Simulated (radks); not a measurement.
Charge is removed step by step from the 1s down level of He, starting from 1s(up 1, down 1). All-electron calculation, scalar-relativistic Kohn-Sham, PBE, spin-polarised, spherical densities, point nucleus. Program: a radial shooting solver on a logarithmic mesh with Libxc functionals.

| removed (e) | E - E(0) (eV) | eigenvalue (eV) |
|---|---|---|
| 0 | 0.000 | -15.764 |
| 0.125 | 2.111 | -18.023 |
| 0.25 | 4.507 | -20.322 |
| 0.375 | 7.192 | -22.635 |
| 0.5 | 10.165 | -24.925 |
| 0.625 | 13.420 | -27.131 |
| 0.75 | 16.940 | -29.142 |
| 0.875 | 20.686 | -30.650 |

The mean slope of the eigenvalue, de/dn, is 17.0 eV per electron.
